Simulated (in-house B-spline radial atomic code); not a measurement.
Whole-atom quantities along the 51-electron series, configuration [Kr] 4d10 4f5. Computed with a radial B-spline atomic code at the basis-set limit: non-relativistic Hartree-Fock, average of the configuration, point nuclei.

This level leaves out relativity, spin-orbit splitting included, which matters for heavy ions.

```
  ion   Z  E/Z² (Eh)  Σ<r²> (bohr²)  n(0)/Z³ (bohr⁻³)  Lamb diamagnetic shielding (ppm)  repulsion over attraction
Gd13+  64    -2.6296         11.452           0.71131                           6962.67                    0.14192
Tb14+  65     -2.643         10.727           0.71178                           7095.63                    0.14047
Dy15+  66    -2.6562         10.081           0.71224                           7228.49                    0.13902
Ho16+  67     -2.669         9.4998           0.71268                           7361.27                    0.13759
Er17+  68    -2.6816         8.9739           0.71312                           7493.98                    0.13617
Tm18+  69    -2.6939         8.4955           0.71355                           7626.64                    0.13476
Yb19+  70    -2.7059         8.0583           0.71397                           7759.24                    0.13337
Lu20+  71    -2.7177         7.6571           0.71438                            7891.8                      0.132
Hf21+  72    -2.7292         7.2877           0.71478                           8024.32                    0.13064
Ta22+  73    -2.7405         6.9465           0.71517                           8156.81                     0.1293
 W23+  74    -2.7515         6.6303           0.71555                           8289.26                    0.12798
Re24+  75    -2.7623         6.3367           0.71593                           8421.68                    0.12668
Os25+  76          ?              ?                 ?                                 ?                          ?
Ir26+  77          ?              ?                 ?                                 ?                          ?
Pt27+  78          ?              ?                 ?                                 ?                          ?
Au28+  79    -2.8033         5.3467           0.71736                           8951.13                    0.12167
Hg29+  80     -2.813         5.1373           0.71769                           9083.44                    0.12046
Tl30+  81    -2.8226         4.9404           0.71803                           9215.74                    0.11928
Pb31+  82    -2.8319         4.7551           0.71835                           9348.02                    0.11811
```

(1) Fill in the row of Os25+.

(2) Fill in the row of Ir26+.

(3) Fill in the row of Pt27+.

(4) With what power of Z does the column «Σ<r²> (bohr²)» change over this range?

## Answers

(1) E/Z² (Eh): -2.7729; Σ<r²> (bohr²): 6.0634; n(0)/Z³ (bohr⁻³): 0.7163; Lamb diamagnetic shielding (ppm): 8554.08; repulsion over attraction: 0.1254.

(2) E/Z² (Eh): -2.7832; Σ<r²> (bohr²): 5.8084; n(0)/Z³ (bohr⁻³): 0.71666; Lamb diamagnetic shielding (ppm): 8686.45; repulsion over attraction: 0.12414.

(3) E/Z² (Eh): -2.7934; Σ<r²> (bohr²): 5.57; n(0)/Z³ (bohr⁻³): 0.71701; Lamb diamagnetic shielding (ppm): 8818.8; repulsion over attraction: 0.12289.

(4) A fit of the logarithm of its size against log Z from Z = 64 to 82 has slope -3.52. Unscreened non-relativistic hydrogenic orbitals would give -2.
